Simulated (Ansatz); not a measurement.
Mg(OSiH3)2 (H6MgO2Si2), SMILES [SiH3][O][Mg][O][SiH3].

Geometry: PBE0-D3(BJ)/def2-SVP. The structure was generated by enumeration; whether it is a known compound was not checked. One conformer was computed; it need not be the lowest.

Two levels are set side by side: PBE/def2-SVPD (Ansatz, a program for electronic structure) and PBE0/def2-SVPD (Ansatz). Energy differences of separate SCF runs at the same geometry; the states with an electron removed or added have multiplicity 2 and 2. Differences are taken from unrounded values.

```tsv
quantity	PBE
vertical ionisation energy (eV)	9.10
vertical electron affinity (eV)	0.54
vertical singlet–triplet gap (eV)	4.44
```

Question: These are the PBE values. What does PBE0 give? (Estimate from the structure and the level; the computed values follow.)

Answer: 
```
quantity                           PBE0  PBE minus PBE0
---------------------------------  ----  --------------
vertical ionisation energy (eV)    9.77           -0.67
vertical electron affinity (eV)    0.39            0.15
vertical singlet–triplet gap (eV)  5.19           -0.75
```
